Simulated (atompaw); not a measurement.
## An all-electron radial function and its pseudo partner (indium (In))

Columns: radius, all-electron u(r) and pseudo u(r) of the 4d shell (level -18.62 eV) of indium in the configuration [Kr] 4d10 5s2 5p1; PBE, scalar-relativistic, PAW (atompaw) scheme, atompaw 4.2.0.5.

| r (bohr) | all-electron | pseudo |
| --- | --- | --- |
| 0.115 | -0.3296 | 0.0038 |
| 0.231 | -0.5008 | 0.0298 |
| 0.346 | -0.2066 | 0.0928 |
| 0.462 | 0.2261 | 0.1988 |
| 0.577 | 0.5892 | 0.3380 |
| 0.692 | 0.8297 | 0.4932 |
| 0.808 | 0.9550 | 0.6422 |
| 0.923 | 0.9919 | 0.7596 |
| 1.038 | 0.9720 | 0.8311 |
| 1.154 | 0.9182 | 0.8511 |
| 1.269 | 0.8477 | 0.8248 |
| 1.385 | 0.7697 | 0.7659 |
| 1.500 | 0.6921 | 0.6923 |
| 1.615 | 0.6176 | 0.6176 |
| 1.731 | 0.5477 | 0.5477 |
| 1.846 | 0.4842 | 0.4842 |
| 1.962 | 0.4266 | 0.4266 |
| 2.077 | 0.3754 | 0.3754 |
| 2.192 | 0.3298 | 0.3298 |
| 2.308 | 0.2891 | 0.2891 |
| 2.423 | 0.2536 | 0.2536 |
| 2.538 | 0.2222 | 0.2222 |
| 2.654 | 0.1944 | 0.1944 |
| 2.769 | 0.1702 | 0.1702 |
| 2.885 | 0.1487 | 0.1487 |
| 3.000 | 0.1301 | 0.1301 |

(1) How many radial nodes do the two functions have?

(2) At about which radius was the pseudo-wave matched?

(3) Is the pseudo-wave norm-conserving?

Results:

(1) The all-electron 4d function has n − l − 1 = 1; the pseudo-wave has 0, since the states of the same l below it are removed with the core.

(2) 1.65 bohr. The columns agree to 0.0005 from 1.50 bohr on; several derivatives are matched, so the curves merge somewhat inside the radius.

(3) No, it belongs to a PAW set: the norm inside the radius is not constrained, and the difference is carried by the augmentation charge.
